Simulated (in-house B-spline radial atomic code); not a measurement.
## Ionising the nitrogen ion N⁺ with different functionals

Computed with an all-electron radial atomic-structure program (B-spline basis): scalar-relativistic (spin-free X2C) Hamiltonian, Fermi nucleus of rms radius 2.5582 fm, spin-polarised at highest spin, spherical fractional occupations for the functionals, and exact exchange of hybrids averaged over the configuration. The ionisation energy is the difference of two self-consistent energies, [He] 2s2 2p2 → [He] 2s2 2p1, without Breit or QED terms; ε is the level of the shell that loses the electron (its least bound occupied spin orbital).

```csv
method,rung,ΔSCF (eV),-ε(2p) (eV)
PBE0,global hybrid,30.04,24.25
B3LYP,global hybrid,30.15,23.85
TPSSh,global hybrid,30.14,23.05
BHandHLYP,global hybrid,29.94,26.35
r2SCAN0,global hybrid,30.26,24.61
B97-1,global hybrid,29.94,23.77
HSE06,range-separated hybrid,30.05,23.84
wB97X,range-separated hybrid,?,?
CAM-B3LYP,range-separated hybrid,30.15,25.82
LC-wPBE,range-separated hybrid,?,?
```

What does wB97X give?

ΔSCF 29.92 eV, and -ε(2p) = 26.78 eV.

What does LC-wPBE give?

ΔSCF 30.26 eV, and -ε(2p) = 27.34 eV.

Among the functionals, which spreads more, the ΔSCF values or the orbital energies?

The orbital energies: ΔSCF values span about 0.34 eV and the orbital energies 4.29 eV; here energy differences depend much less on the functional than eigenvalues do.

How do they compare with the NIST value?

NIST lists 29.601 eV (semi-empirical, ground level to ground level). Errors run from +0.32 to +0.66 eV; wB97X is closest (+0.32 eV), but part of that can be cancellation, since the calculations leave out spin-orbit coupling, Breit-QED terms, multiplet and fine-structure energies.
